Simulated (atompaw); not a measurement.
Varying the PAW (atompaw) potential for nickel (Ni)

Base potential:

Ni, PAW, made with atompaw 4.2.0.5 (PBEsol, scalar-relativistic). Core [Ar], reference 3d8 4s2 4p0. Waves: 4s (bound): rc 2.80 bohr; 4s channel at 3.4 Ry: rc 2.80 bohr; 4p (bound, empty): rc 2.80 bohr; 4p channel at 0.75 Ry: rc 2.80 bohr; 3d (bound): rc 1.05 bohr; 3d channel at 2.5 Ry: rc 1.05 bohr. Local part: vpsmatchnc scheme with l = 3 at 0 Ry, radius 2.55 bohr. Core correction: smooth core density matched at 2.05 bohr. Augmentation charge: besselshape compensation charge, radius 2.30 bohr; PAW radius 2.80 bohr; waves and projectors: custom rrkj gramschmidtortho.

Cutoffs, loose and tight: the cutoffs (Ry, on a coarse ladder) from which the occupation-weighted sum of valence levels, in a spherical-Bessel basis at the reference potential, stays within 10 and 1 mRy of its value at 400 Ry. They see the waves, projectors and local potential, not the compensation charge or the core. A dash means not determined.

| change | outcome | cutoff, loose | cutoff, tight | bound ghosts |
| --- | --- | --- | --- | --- |
| base | generated | 120 Ry | 200 Ry | none |
| wave 3d channel at 2.5 Ry: rc 1.05 bohr becomes 3d channel at -0.54 Ry: rc 1.05 bohr | generated | 120 Ry | 180 Ry | none |
| wave 3d channel at 2.5 Ry: rc 1.05 bohr becomes 3d channel at -0.46 Ry: rc 1.05 bohr | generated | 120 Ry | 180 Ry | none |
| wave 3d channel at 2.5 Ry: rc 1.05 bohr becomes 3d channel at -0.21 Ry: rc 1.05 bohr | generated | 120 Ry | 200 Ry | none |
| wave 3d channel at 2.5 Ry: rc 1.05 bohr becomes 3d channel at -0.02 Ry: rc 1.05 bohr | generated | 120 Ry | 200 Ry | none |
| wave 3d channel at 2.5 Ry: rc 1.05 bohr becomes 3d channel at 0.41 Ry: rc 1.05 bohr | generated | 120 Ry | 200 Ry | none |
| wave 3d channel at 2.5 Ry: rc 1.05 bohr becomes 3d channel at 1.23 Ry: rc 1.05 bohr | generated | 120 Ry | 200 Ry | none |
| wave 3d channel at 2.5 Ry: rc 1.05 bohr becomes 3d channel at 2.63 Ry: rc 1.05 bohr | generated | 120 Ry | 200 Ry | none |

Problem. What comes out with this change to the base: wave 3d channel at 2.5 Ry: rc 1.05 bohr becomes 3d channel at 5.6 Ry: rc 1.05 bohr?

Solution. outcome: generated; cutoff, loose: 110 Ry; cutoff, tight: 200 Ry; bound ghosts: none.

Problem. What comes out with this change to the base: wave 3d channel at 2.5 Ry: rc 1.05 bohr becomes 3d channel at 9.28 Ry: rc 1.05 bohr?

Solution. outcome: generated; cutoff, loose: 110 Ry; cutoff, tight: 180 Ry; bound ghosts: none.
